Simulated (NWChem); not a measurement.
System: H₃BO₂; SMILES OBO

NWChem input:

```
start job
memory heap 200 mb stack 900 mb global 1100 mb
geometry units angstroms noautosym nocenter noautoz
  B     -0.468658    -0.020441     0.000000
  H     -1.679229    -0.012276     0.000000
  O      0.155554    -1.219105     0.000000
  H      1.115500    -1.120236     0.000000
  O      0.272982     1.120481     0.000000
  H     -0.265128     1.916470     0.000000
end
basis spherical
  B library pcsseg-1
  H library pcsseg-1
  O library pcsseg-1
end
dft
  xc pbe0
  iterations 150
end
property
  shielding
end
task dft property
```

Output (shortened):

```
             Northwest Computational Chemistry Package (NWChem) 7.3.0
             --------------------------------------------------------

                             Geometry "geometry" -> ""
                             -------------------------

 Output coordinates in angstroms (scale by  1.889725989 to convert to a.u.)

  No.       Tag          Charge          X              Y              Z
 ---- ---------------- ---------- -------------- -------------- --------------
    1 B                    5.0000    -0.46865800    -0.02044100     0.00000000
    2 H                    1.0000    -1.67922900    -0.01227600     0.00000000
    3 O                    8.0000     0.15555400    -1.21910500     0.00000000
    4 H                    1.0000     1.11550000    -1.12023600     0.00000000
    5 O                    8.0000     0.27298200     1.12048100     0.00000000
    6 H                    1.0000    -0.26512800     1.91647000     0.00000000

 Effective nuclear repulsion energy (a.u.)      66.8499913882

                              NWChem Property Module
                              ----------------------

  itol2e modified to match energy
  convergence criterion.

                                 NWChem DFT Module
                                 -----------------

 Summary of "ao basis" -> "ao basis" (spherical)
 ------------------------------------------------------------------------------
       Tag                 Description            Shells   Functions and Types
 ---------------- ------------------------------  ------  ---------------------
 B                          pcsseg-1                 7       17   3s3p1d
 H                          pcsseg-1                 3        5   2s1p
 O                          pcsseg-1                 7       17   3s3p1d

  itol2e modified to match energy
  convergence criterion.

[...]

          -----------------------------------------
          Chemical Shielding Tensors (GIAO, in ppm)
          -----------------------------------------

                                NWChem CPHF Module
                                ------------------

  scftype          =     RHF
  nclosed          =       12
  nopen            =        0
  variables        =      648
  # of vectors     =        3
  tolerance        = 0.10D-03
  level shift      = 0.00D+00
  max iterations   =       50
  max subspace     =       30

 SCF residual:    7.8029615750309107E-005

Iterative solution of linear equations
  No. of variables      648
  No. of equations        3
  Maximum subspace       30
        Iterations       50
       Convergence  1.0D-04

   iter   nsub   residual    time
   ----  ------  --------  ---------
     1      3    4.98D-01      17.0
     2      6    1.22D-02      19.1
     3      9    5.19D-04      21.5
     4     12    3.40D-05      23.6

      Atom:    1  B
        Diamagnetic
    197.5254      1.7861      0.0000
      1.7861    209.0849      0.0000
      0.0000      0.0000    184.9090

        Paramagnetic
   -141.6480     -2.5690      0.0000
     -2.5690   -136.5125      0.0000
      0.0000      0.0000    -88.4830

        Total Shielding Tensor
     55.8773     -0.7829      0.0000
     -0.7829     72.5724      0.0000
      0.0000      0.0000     96.4261

           isotropic =      74.9586
          anisotropy =      32.2012

          Principal Components and Axis System
                 1           2           3
               96.4261     72.6091     55.8407

      1         0.0000     -0.0467      0.9989
      2         0.0000      0.9989      0.0467
      3         1.0000     -0.0000     -0.0000

      Atom:    2  H
        Diamagnetic
     37.6977      0.2368     -0.0000
      0.2368     26.4593      0.0000
     -0.0000      0.0000     24.1038

        Paramagnetic
     -7.8685      0.3548     -0.0000
      0.3548      0.1158      0.0000
     -0.0000      0.0000      0.5810

        Total Shielding Tensor
     29.8292      0.5916     -0.0000
      0.5916     26.5751      0.0000
     -0.0000      0.0000     24.6848

           isotropic =      27.0297
          anisotropy =       4.3556

          Principal Components and Axis System
                 1           2           3
               29.9334     26.4709     24.6848

      1         0.9848     -0.1735      0.0000
      2         0.1735      0.9848     -0.0000
      3        -0.0000      0.0000      1.0000

      Atom:    3  O
        Diamagnetic
    398.0942     -9.1960     -0.0000
     -9.1960    393.5591      0.0000
     -0.0000      0.0000    373.6296

        Paramagnetic
   -248.7900    -68.6459     -0.0000
    -68.6459   -195.0145      0.0000
     -0.0000      0.0000   -100.1120

        Total Shielding Tensor
    149.3042    -77.8419     -0.0000
    -77.8419    198.5447      0.0000
     -0.0000      0.0000    273.5176

           isotropic =     207.1222
          anisotropy =      99.5931

          Principal Components and Axis System
                 1           2           3
              273.5176    255.5671     92.2818

      1        -0.0000     -0.5909      0.8067
      2         0.0000      0.8067      0.5909
      3         1.0000     -0.0000     -0.0000

      Atom:    4  H
        Diamagnetic
     44.1411     -2.2448     -0.0000
     -2.2448     26.0557      0.0000
     -0.0000      0.0000     20.6524

        Paramagnetic
     -8.7722     -0.3014     -0.0000
     -0.3014     -1.6851     -0.0000
     -0.0000     -0.0000      1.6951

[...]
```

Level: PBE0/pcSseg-1, GIAO. Structure relaxed at the PBE0/def2-SVP level. The printed shielding anisotropy is the first printed principal value minus the mean of the other two.
